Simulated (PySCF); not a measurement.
# [Bi(Cp)]2+ at several levels of theory

Computed with PySCF 2.14.0 (density fitting, no spin-orbit coupling) at the geometry relaxed with PBE0:

```xyz
11
[Bi(Cp)]2+ (singlet)
Bi    0.0000    0.0000   -0.5583
C     1.2238    0.0000    1.6015
C     0.3782    1.1639    1.6015
C    -0.9900    0.7193    1.6015
C    -0.9900   -0.7193    1.6015
C     0.3782   -1.1639    1.6015
H     2.3187    0.0000    1.6553
H     0.7165    2.2053    1.6553
H    -1.8759    1.3629    1.6553
H    -1.8759   -1.3629    1.6553
H     0.7165   -2.2053    1.6553
```

```csv
level,basis,state,HOMO (eV),gap (eV),charge on Bi1 (e),dipole about the centre of mass (D),largest force component (eV/Å)
PBE0,"Bi def2-SVP with ECP60, C def2-SVP, H def2-SVP",singlet,-18.92,6.11,1.20,4.53,0.00
PBE,the same,singlet,-18.00,4.39,1.16,4.63,0.57
revPBE,the same,singlet,-17.93,4.40,1.17,4.60,0.78
```

Charges are Mulliken's, which hang on the basis. The relaxation used the grid (50, 194), these runs (75, 302) or, all-electron (x2c bases, spin-free X2C Hamiltonian), (99, 590).

Q: What does PBE0 with Bi def2-TZVP with ECP60, C def2-TZVP, H def2-TZVP give here?

A: state singlet, HOMO (eV) -18.75, gap (eV) 6.04, charge on Bi1 (e) 1.11, dipole about the centre of mass (D) 4.89, largest force component (eV/Å) 0.72. Time: 27 s on 2 threads of Arm Neoverse V1 (shared host), from free ions and atoms.

In the first row's basis the gap widens with exact exchange: 4.4 eV for PBE, revPBE (none); 6.1 eV for PBE0 (a fixed share).
